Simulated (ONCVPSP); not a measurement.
**tantalum (Ta), ONCV: configuration errors across variants**

tantalum (Ta), optimised norm-conserving Vanderbilt (ONCV), made with ONCVPSP 4.0.1 (PBE, scalar-relativistic). Core [Kr] 4d10 4f14, reference 5s2 5p6 5d4 6s1. Waves: 5s+6s: rc 1.50 bohr, ncon 4, nbas 8, qcut 7.8 1/bohr, 2 projectors; 5p: rc 2.15 bohr, ncon 4, nbas 8, qcut 6.2 1/bohr, 2 projectors, debl 3.5 Ha; 5d: rc 3.10 bohr, ncon 4, nbas 9, qcut 4.3 1/bohr, 2 projectors, debl 1.5 Ha. Local part: polynomial inside 1.05 bohr (lpopt 4, dvloc0 6 Ha). Core correction: Teter function, fcfact 3.25, rcfact 1.

All-electron excitation energies from the reference (eV): (1) 5s2 5p6 5d3 6s2 -2.094; (2) 5s2 5p6 5d3 6s1 6.374; (3) 5s2 5p6 5d3 6s0 21.346; (4) 5s2 5p6 5d2 6s2 6p1 0.892.

2 further variants failed, have other tests or too few solved ones, and are left out.

Errors AE − PS in meV (a dash: test not solved or not reliable):

```csv
change,(1),(2),(3),(4),bound ghosts,GHOST(+) flags above zero
base,+36,+19,+4.7,+175,none,"s, d"
"core correction Teter function, fcfact 5.7, rcfact 1",+36,+19,+4.7,+175,none,"s, d"
"local potential polynomial inside 1.05 bohr (lpopt 4, dvloc0 7.5 Ha)",+36,+19,+4.7,+175,none,d
core correction none,+36,+19,+4.8,+176,none,"s, d"
d: rc 3.76,+64,+44,+15,+335,none,"s, d"
```

Question: Give the same row for: d: debl 0.55.

Answer: +36, +19, +7.7, +175; bound ghosts: none; GHOST(+) flags above zero: s, d.
